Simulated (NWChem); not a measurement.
Species: InO, doublet; SMILES [O]=[In]

Results from NWChem. Spin-unrestricted. No stability test was run on the SCF state. def2 effective core potentials on In; no spin-orbit coupling. Each level has its own optimisation.

```json
[
 {"level": "CAM-B3LYP/def2-SVP (core potentials)", "r In–O (Å)": "1.952"},
 {"level": "UHF/STO-3G (all-electron, non-relativistic)", "r In–O (Å)": "1.699"},
 {"level": "BLYP/def2-SVP (core potentials)", "r In–O (Å)": "1.964"},
 {"level": "PBE0/def2-SVP (core potentials)", "r In–O (Å)": "1.950"}
]
```
